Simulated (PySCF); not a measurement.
## C$_{7}$H$_{7}$FO: full NMR table

```yaml
Formula: C7H7FO
SMILES: C=C[C@](C)(F)C#CC=O
Point_group_of_the_computed_structure: C1
Degrees_of_unsaturation: 4
Carbon_signals: 7
Proton_signals: 5
```

Molfile (atoms numbered from 1):
```
C7H7FO
     RDKit          3D

 16 15  0  0  0  0  0  0  0  0999 V2000
   -1.7512   -1.8961   -0.5787 C   0  0  0  0  0  0  0  0  0  0  0  0
   -0.9865   -1.1530    0.1963 C   0  0  0  0  0  0  0  0  0  0  0  0
   -0.6249    0.2845   -0.1013 C   0  0  2  0  0  0  0  0  0  0  0  0
   -1.1527    1.2292    0.9827 C   0  0  0  0  0  0  0  0  0  0  0  0
   -1.1865    0.6740   -1.3151 F   0  0  0  0  0  0  0  0  0  0  0  0
    0.8229    0.3791   -0.2114 C   0  0  0  0  0  0  0  0  0  0  0  0
    2.0178    0.4441   -0.3597 C   0  0  0  0  0  0  0  0  0  0  0  0
    3.4361    0.5210   -0.4931 C   0  0  0  0  0  0  0  0  0  0  0  0
    4.2309    0.3717    0.3955 O   0  0  0  0  0  0  0  0  0  0  0  0
   -1.9897   -2.9139   -0.3236 H   0  0  0  0  0  0  0  0  0  0  0  0
   -2.1688   -1.5126   -1.4946 H   0  0  0  0  0  0  0  0  0  0  0  0
   -0.5560   -1.5260    1.1146 H   0  0  0  0  0  0  0  0  0  0  0  0
   -2.2328    1.1207    1.0534 H   0  0  0  0  0  0  0  0  0  0  0  0
   -0.9149    2.2571    0.7185 H   0  0  0  0  0  0  0  0  0  0  0  0
   -0.6978    0.9901    1.9396 H   0  0  0  0  0  0  0  0  0  0  0  0
    3.7463    0.7390   -1.5346 H   0  0  0  0  0  0  0  0  0  0  0  0
  1  2  2  0
  2  3  1  0
  3  4  1  0
  3  5  1  6
  3  6  1  0
  6  7  3  0
  7  8  1  0
  8  9  2  0
  1 10  1  0
  1 11  1  0
  2 12  1  0
  4 13  1  0
  4 14  1  0
  4 15  1  0
  8 16  1  0
M  END
```

Calculated, not measured (PySCF 2.14.0 with density-fitted response routines): NMR shieldings at PBE0/pcSseg-1/GIAO, coordinates at the GFN2-xTB level. No relativistic terms, a single conformation, rapidly exchanging positions averaged, gas phase.

References, each an isolated molecule treated in the same way: ¹H (σref 31.72) and ¹³C (σref 186.93) against TMS; ¹⁹F (σref 170.95) against CFCl3; ¹⁷O (σref 336.08) vs H2O.

| carbon | δC, type | δH (multiplicity) | HMBC from (2–3 bonds) | span of the C tensor (ppm) |
| --- | --- | --- | --- | --- |
| C1 | 122.1, CH2 | H10 5.70 (m); H11 6.03 (m) | H12 | 228 |
| C2 | 145.1, CH | 6.03 (m) | H11, H10, H13/H14/H15 | 211 |
| C3 | 90.3, C | – | H11, H12, H10, H13/H14/H15 | 72 |
| C4 | 30.9, CH3 | 1.77 (m) | H12 | 47 |
| C6 | 102.2, C | – | H16, H12, H13/H14/H15 | 216 |
| C7 | 94.0, C | – | H16 | 221 |
| C8 | 180.2, CH | 9.58 (s) | – | 191 |

Other nuclei:
```csv
atoms,nucleus,environment,δ (ppm),σ (ppm)
F5,¹⁹F,fluorine on an sp3 carbon,-180.6,351.5
O9,¹⁷O,aldehyde oxygen,736.8,-400.7
```

Carbon types of the structure: 3 × C, 2 × CH, 1 × CH2, 1 × CH3, which accounts for all hydrogens. δC 180.2: aldehyde carbonyl carbon; the double bond to the heteroatom, with no lone-pair donor beside it, deshields it most. δC 145.1: alkene CH; as expected for a trigonal carbon in a double bond. δC 122.1: terminal =CH2 carbon; the olefinic region. δC 90.3: allylic fully substituted sp3 carbon bonded to F; the inductive effect lowers its shielding. δH 9.58: hydrogen on an aldehyde carbonyl carbon; the C=O anisotropy and electron withdrawal place aldehyde protons far downfield.

Splittings by ¹⁹F in the carbon and heteronuclear signals aren't shown, as no couplings were computed. Shifts are as computed. Against solution values, carbons near 30 ppm lie about +3 ppm off and those near 130 ppm about +5 ppm. Of 1211 compounds with measured shifts, 218 miss one by over three times the rms of a fit or turn the order of signals round; such compounds aren't used in these exercises. Unscaled 19F shifts against computed CFCl3 carry errors that often reach 10 to 50 ppm. Unscaled 17O shifts of doubly bonded oxygen tend to come out too high, by tens of ppm or more. Experimental scales use liquid or dissolved standards, which lie at an offset from isolated H2O (liquid H2O: subtract about 36 ppm). No couplings were computed; multiplicities are counted from neighbouring protons, with m where these are inequivalent, close in shift, in a saturated or five-membered ring or joined by F or P, and br s for small geminal =CH2 splittings.
